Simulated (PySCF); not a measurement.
iodine atom (I), doublet (all electrons, no relativity). Base run: PBE0/STO-3G (PySCF).

The PySCF input:
```python
from pyscf import gto, scf, dft

mol = gto.Mole()
mol.atom = '''
    I     0.00000000    0.00000000    0.00000000
'''
mol.basis = 'sto-3g'
mol.spin = 1
mol.verbose = 4
mol.build()

mf = dft.UKS(mol)
mf.xc = 'pbe0'
mf.kernel()
mf.analyze()
```

The base run was repeated with changes; each row names its change, and settings that it needs were set with it.

```json
[
 {"change": "base", "ΔE vs base (µEh)": "0.0", "SCF cycles": "4", "<S^2>": "0.750"},
 {"change": "init_guess = huckel", "ΔE vs base (µEh)": "0.0", "SCF cycles": "3", "<S^2>": "0.750"},
 {"change": "solver = newton; init_guess = 1e", "ΔE vs base (µEh)": "0.0", "SCF cycles": "-", "<S^2>": "0.750"},
 {"change": "level_shift = 0.3 (with mf.max_cycle = 100)", "ΔE vs base (µEh)": "0.0", "SCF cycles": "5", "<S^2>": "0.750"},
 {"change": "diis = off; damp = 0.3 (with mf.diis_start_cycle = 200; with mf.max_cycle = 150)", "ΔE vs base (µEh)": "0.0", "SCF cycles": "8", "<S^2>": "0.750"},
 {"change": "conv_tol = 1e-11", "ΔE vs base (µEh)": "0.0", "SCF cycles": "4", "<S^2>": "0.750"},
 {"change": "conv_tol = 1e-6", "ΔE vs base (µEh)": "0.0", "SCF cycles": "3", "<S^2>": "0.750"},
 {"change": "diis_space = 4", "ΔE vs base (µEh)": "0.0", "SCF cycles": "4", "<S^2>": "0.750"},
 {"change": "conv_tol = 1e-4", "ΔE vs base (µEh)": "0.0", "SCF cycles": "3", "<S^2>": "0.750"},
 {"change": "damp = 0.5; diis_start_cycle = 5", "ΔE vs base (µEh)": "0.0", "SCF cycles": "7", "<S^2>": "0.750"},
 {"change": "DIIS = EDIIS", "ΔE vs base (µEh)": "0.0", "SCF cycles": "4", "<S^2>": "0.750"},
 {"change": "init_guess = mod_huckel", "ΔE vs base (µEh)": "0.0", "SCF cycles": "3", "<S^2>": "0.750"},
 {"change": "solver = newton", "ΔE vs base (µEh)": "0.0", "SCF cycles": "-", "<S^2>": "0.750"}
]
```

Open shells are given as the SCF converged; they aren't shown to be the lowest states, and a large step between rows can be another state.
